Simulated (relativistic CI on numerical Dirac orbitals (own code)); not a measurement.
**Line list: Forbidden lines, Co⁶⁺**

These numbers are calculated, not measured: Dirac-Coulomb-Breit CI, orbitals from a KLI potential per configuration, QED by a radiative potential, valence Slater integrals scaled by 0.9, P86 correlation estimate, and configurations built on the next ion tied to the tabulated ionisation energy (semi-empirical) (own radial code, finite nucleus).

CI space (outside the closed core [Ne]): 3s2 3p6 3d3, 3s2 3p6 3d2 4s, 3s2 3p6 3d2 4p, 3s2 3p6 3d2 4d, 3s2 3p6 3d2 5s, 3s2 3p6 3d2 4f, 3s2 3p5 3d4, 3s2 3p4 3d5, 3s 3p6 3d4, 3s2 3p6 3d2 5p, 3s2 3p6 3d2 5d, 3s2 3p6 3d 4s2, 3p6 3d5, 3s2 3p6 3d2 5f, 3s2 3p6 3d2 5g, 3s2 3p6 3d 4s 4p, 3s2 3p5 3d3 4s, 3s2 3p5 3d3 4p, 3s2 3p6 3d 4p2, 3s2 3p6 3d 4s 4d, 3s 3p5 3d5, 3s2 3p5 3d3 4d, 3s2 3p6 3d 4p 4d, 3s2 3p5 3d3 5s. Levels of other configurations are missing.

| λ vac (Å) | Lower | Upper | Type | A (s⁻¹) | log gf |
| --- | --- | --- | --- | --- | --- |
| 1775.2 | 3s2 3p6 3d3 4P_3/2 [6] | 3s2 3p6 3d3 2D_5/2 [18] | M1 | 3.73e-01 | -8.98 |
| 1805.9 | 3s2 3p6 3d3 4P_5/2 [7] | 3s2 3p6 3d3 2D_5/2 [18] | M1 | 2.35e+00 | -8.16 |
| 1843.7 | 3s2 3p6 3d3 2G_7/2 [8] | 3s2 3p6 3d3 2D_3/2 [19] | E2 | 9.85e+00 | -7.70 |
| 1861.8 | 3s2 3p6 3d3 2G_7/2 [8] | 3s2 3p6 3d3 2D_5/2 [18] | E2 | 7.59e-01 | -8.63 |
| 1894.3 | 3s2 3p6 3d3 2G_9/2 [9] | 3s2 3p6 3d3 2D_5/2 [18] | E2 | 8.11e+00 | -7.58 |
| 1930.8 | 3s2 3p6 3d3 4F_3/2 [1] | 3s2 3p6 3d3 2F_5/2 [17] | M1 | 4.12e-01 | -8.86 |
| 1976.2 | 3s2 3p6 3d3 4F_5/2 [2] | 3s2 3p6 3d3 2F_7/2 [16] | M1 | 1.86e-01 | -9.06 |
| 2033.1 | 3s2 3p6 3d3 2P_3/2 [10] | 3s2 3p6 3d3 2D_5/2 [18] | E2 | 6.45e-01 | -8.62 |
| 2033.1 | 3s2 3p6 3d3 2P_3/2 [10] | 3s2 3p6 3d3 2D_5/2 [18] | M1 | 6.52e-01 | -8.62 |
| 2053.8 | 3s2 3p6 3d3 2P_1/2 [11] | 3s2 3p6 3d3 2D_5/2 [18] | E2 | 5.90e-01 | -8.65 |
| 2056.7 | 3s2 3p6 3d3 4F_9/2 [4] | 3s2 3p6 3d3 2F_7/2 [16] | M1 | 4.85e-01 | -8.61 |
| 2156.9 | 3s2 3p6 3d3 2D_5/2 [12] | 3s2 3p6 3d3 2D_5/2 [18] | E2 | 4.99e-01 | -8.68 |
| 2170.3 | 3s2 3p6 3d3 2D_3/2 [13] | 3s2 3p6 3d3 2D_5/2 [18] | M1 | 4.93e-01 | -8.68 |
| 2170.3 | 3s2 3p6 3d3 2D_3/2 [13] | 3s2 3p6 3d3 2D_5/2 [18] | E2 | 1.47e+00 | -8.20 |
| 3236.0 | 3s2 3p6 3d3 4F_3/2 [1] | 3s2 3p6 3d3 2D_3/2 [13] | M1 | 6.22e-01 | -8.41 |
| 3310.1 | 3s2 3p6 3d3 4F_5/2 [2] | 3s2 3p6 3d3 2D_3/2 [13] | M1 | 1.19e+00 | -8.11 |
| 3341.8 | 3s2 3p6 3d3 4F_5/2 [2] | 3s2 3p6 3d3 2D_5/2 [12] | M1 | 2.42e-01 | -8.61 |
| 3446.1 | 3s2 3p6 3d3 4F_7/2 [3] | 3s2 3p6 3d3 2D_5/2 [12] | M1 | 1.86e+00 | -7.70 |
| 3567.9 | 3s2 3p6 3d3 2G_7/2 [8] | 3s2 3p6 3d3 2F_7/2 [16] | M1 | 4.55e-01 | -8.16 |
| 3598.1 | 3s2 3p6 3d3 4F_3/2 [1] | 3s2 3p6 3d3 2P_3/2 [10] | M1 | 6.77e-01 | -8.28 |
| 3690.0 | 3s2 3p6 3d3 4F_5/2 [2] | 3s2 3p6 3d3 2P_3/2 [10] | M1 | 1.10e+00 | -8.05 |
| 3893.4 | 3s2 3p6 3d3 2F_7/2 [16] | 3s2 3p6 3d3 2D_5/2 [18] | M1 | 5.59e-01 | -8.12 |
| 3970.6 | 3s2 3p6 3d3 2F_5/2 [17] | 3s2 3p6 3d3 2D_5/2 [18] | M1 | 9.49e-01 | -7.87 |
| 4426.8 | 3s2 3p6 3d3 4F_7/2 [3] | 3s2 3p6 3d3 2G_9/2 [9] | M1 | 4.67e-01 | -7.86 |
| 4429.9 | 3s2 3p6 3d3 4F_5/2 [2] | 3s2 3p6 3d3 2G_7/2 [8] | M1 | 4.56e-01 | -7.97 |
| 4615.1 | 3s2 3p6 3d3 4F_7/2 [3] | 3s2 3p6 3d3 2G_7/2 [8] | M1 | 4.82e-01 | -7.91 |
| 4647.9 | 3s2 3p6 3d3 4F_9/2 [4] | 3s2 3p6 3d3 2G_9/2 [9] | M1 | 1.15e+00 | -7.43 |
| 10128.4 | 3s2 3p6 3d3 2G_7/2 [8] | 3s2 3p6 3d3 2H_9/2 [14] | M1 | 2.55e-01 | -7.41 |
| 10449.6 | 3s2 3p6 3d3 2G_9/2 [9] | 3s2 3p6 3d3 2H_11/2 [15] | M1 | 2.37e-01 | -7.33 |
| 11171.4 | 3s2 3p6 3d3 2G_9/2 [9] | 3s2 3p6 3d3 2H_9/2 [14] | M1 | 4.26e-01 | -7.10 |

Terms are leading LS components. Brackets give the number of a level in order of energy, since labels repeat. The list gives strong lines, with weight on those to low levels, without configurations that were not tied to measured data, among the lowest 300 of 3900 levels, so that lines to higher ones, which can be the strongest, are missing, and without 1 line that miss the measured interval by over 7 %, start from a term whose rates miss tabulated ones by over 60 %, have gauges far apart or, lacking measured levels, span too small a gap for the errors found; lines with a level outside our table were not tested and can miss by more. Levels whose partners in the same complex of configurations lie outside the list can be far off, and so can their lines. Rates are taken at the computed energies, electric ones in the length gauge.

Configurations that consist of the next ion and one excited electron were tied to the tabulated ionisation energy; Rydberg ones are usually within 1,000 to 3,000 cm⁻¹ and the lowest ones within about 6,000 (9,000 in d shells), while levels on excited terms of the next ion carry the error of that term, and the other configurations can be misplaced by 10,000 cm⁻¹ or more. Rates follow the energies as ν³ (E1, M1) or ν⁵ (E2), so rates, branching and lifetimes can be off by large factors. 22 of the 24 excited levels that our extract of the measured tables holds in this range could be paired (the sources list more); they are missed by 1390 cm⁻¹ on average and 3176 at most, and levels without a partner can miss by more. Some levels of the ground configuration have no partner and can miss by 10 % or more.

LS names give the leading component of a level, which can be under half, so a name can repeat, a term be missing and a line seem to break the LS rules.
